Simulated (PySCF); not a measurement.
## Radial density of Ca (calcium, neutral)

B3LYP, [Ar] 4s1 5s1, high-spin 3S determinant (an excited configuration). Calculation: PySCF 2.14, in aug-cc-pwCVQZ-X2C; the spin-free X2C one-electron Hamiltonian (Gaussian nucleus).

```csv
r (bohr),4πr²ρ (e/bohr),4πr²(ρα − ρβ)
0.00100,0.08405,0.0000
0.00169,0.2208,0.0001
0.00284,0.5709,0.0003
0.00478,1.435,0.0008
0.00804,3.437,0.0018
0.0135,7.574,0.0039
0.0228,14.48,0.0072
0.0383,21.82,0.0094
0.0644,22.78,0.0052
0.108,17.42,-0.0004
0.182,21.02,0.0190
0.306,22.95,0.0217
0.515,8.479,0.0088
0.867,7.332,0.0823
1.46,4.914,-0.0041
2.45,0.8165,0.2995
4.12,0.2659,0.2608
6.94,0.1186,0.1186
11.7,0.09163,0.0916
19.6,0.003153,0.0032
```

Densities and radii are taken from the X2C orbitals without a picture-change correction, which distorts them close to the nucleus.

The outer electron is Rydberg-like, and this basis confines it to a smaller radius and binds it less than a complete one would.

Q: Where is the radial spin density 4πr²(ρα − ρβ) most negative, and why is it negative at all?

A: Around r = 1.46 bohr, down to -0.0041 e/bohr: exchange with the open shell polarises the paired shells in an unrestricted calculation.
